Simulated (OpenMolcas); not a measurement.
Ni4+ among 4 point charges of -2.5 e arranged as a tetrahedron (Td), 2.01 Å from the ion.

```
Program             : OpenMolcas 26.06
Method              : SS-CASPT2, IPEA 0.25 Eh, imaginary shift 0.1 Eh (closed shells correlated: 3s 3p)
Basis               : ANO-RCC-VDZP [5s4p2d1f]
Scalar Hamiltonian  : DKH2, point nucleus
Active space        : 6 electrons in 5 orbitals (3d)
State averaging     : 2S+1 = 5 even, 5 roots; 2S+1 = 3 even, 45 roots; 2S+1 = 1 even, 50 roots
Spin-orbit coupling : RASSI with atomic mean-field integrals over the reference wave functions
```

Question: What is the spin-free ground state (labels of Td)?

Answer: 5E, 2-fold in its orbital part, 100 % from free-ion D terms; it has the highest spin that d6 allows.

Question: Where is the first state of the same spin?

Answer: 5T2 at 1260 cm-1 above the ground state.

Question: What are the lowest two levels with spin-orbit coupling?

Answer: A 1-fold level A1, then a 3-fold level T1 63 cm-1 above it. Their leading multiplicities are 5 (100 %) and 5 (100 %).

Question: What is χT at 300 K, and how does it compare with the textbook value?

Answer: The lowest level has 2S+1 = 5, for which the spin-only value is χT = S(S+1) / 2 = 3.000 cm3 K/mol (g = 2). The computed 4.933 at 300 K differs by +1.933, through orbital momentum, spin-orbit coupling and any other state in reach.

Roots that are degenerate in the reference are averaged as groups; the widest CASPT2 spread within a group is 210 cm-1 (the 3-fold group of multiplicity 3 near 72100 cm-1 above the lowest state of its run). Shifts and gaps below about the spread of the groups concerned are not significant. An orbital doublet at a regular site is open to a Jahn-Teller distortion, which this geometry leaves out. The ground term spreads over less than 5000 cm-1, several times less than with real ligands, so orbital moments are less quenched and χT lies further from the spin-only value than at real sites. Free-ion shares, where given, are those of the reference states; single-state CASPT2 does not remix them. Point charges carry no covalency, so the field is a model and not that of real ligands. No measured value stands beside these numbers.
